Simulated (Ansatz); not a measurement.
NiP2H6Cl2⁺, that is trans-NiCl2(PH3)2 with one electron fewer, relaxed as a quartet with UKS PBE-D4/def2-SVP in Ansatz, starting from the PBE-D4/def2-SVP geometry of the neutral triplet. Force threshold 0.02 eV/Å.

The name describes the triplet; other states may take another shape.

Start:

Cartesian coordinates in Å:
```
Ni -0.0024 -0.0007 0.0060
Cl 1.6242 -0.0793 1.5057
P 0.0585 2.2867 -0.0713
H -0.4385 2.8254 1.1554
H -0.7406 3.0754 -0.9622
H 1.2681 3.0524 -0.1396
Cl -2.2155 -0.0188 -0.0219
P 0.1161 -2.2571 -0.3671
H -0.6880 -2.9491 -1.3305
H -0.3253 -2.9647 0.7928
H 1.3433 -2.9701 -0.5674
```

Task: Estimate the energy that the relaxation releases and the steps that it takes.

Result: 57.8 kJ/mol, in 10 steps; 12 s on 4 threads of Intel Xeon 6975P-C on a shared host. No frequencies were taken in this run, so the end may be a saddle point.

Task: Does the start keep its bonding and symmetry?

Result: By distances, no bond broke or formed. The bond that changes most is Ni1–Cl2, from 2.21 to 2.12 Å (atoms count from 1). Point group C2v at the start, C2v at the end, both within 0.05 Å.

Task: Predict the relaxed structure.

Result: 
```xyz
11

Ni   -0.3288   -0.0581    0.8284
Cl    1.0673   -0.1415    2.4183
P     0.1034    1.9614   -0.2007
H    -0.2176    3.0685    0.6376
H    -0.6129    2.2770   -1.3925
H     1.4480    2.2545   -0.5739
Cl   -2.4361   -0.1006    1.0318
P     0.1560   -1.9156   -0.4519
H    -0.5569   -2.0962   -1.6734
H    -0.1290   -3.1299    0.2378
H     1.5066   -2.1195   -0.8613
```
Bond lengths: 2 × Cl–Ni 2.12 Å; 2 × Ni–P 2.31 Å; 6 × H–P 1.43 Å.
